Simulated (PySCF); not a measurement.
```xyz
3
charge 0 multiplicity 3, angstrom
Hf   -0.0181   -0.1396   -0.3467
H     0.1090    0.8401   -1.9302
Cl    0.0897    0.6915    1.8379
```

Level of theory: UPBE0 in PySCF with Hf def2-TZVP with ECP60, H def2-TZVP, Cl def2-TZVP; scalar-relativistic core potentials, no spin–orbit coupling; density-fitted integrals.

This geometry of HfHCl is a stationary point at this level.

What is the point group?

Cs.

Is it a minimum?

Yes: all harmonic wavenumbers are real.

List the harmonic modes with their infrared intensities.


```csv
symmetry,ω (cm⁻¹),IR (km/mol),type
a',308,9.3,bend
a',380,82.2,bend
a',1664,334,stretch
```

Give the ideal-gas entropy at 298.15 K and 1 bar by parts.

translation 175.9, rotation 94.2, vibration 10.1, spin 9.1; total 289.3 J/(mol K).

This need not be the most stable arrangement of these atoms. Other spin states or occupations of the open shell can lie lower. At this level a broken-symmetry Ms = 0 minimum of Cs symmetry lies 14 kJ/mol below this structure. With an element this heavy the missing spin–orbit coupling can shift these numbers.
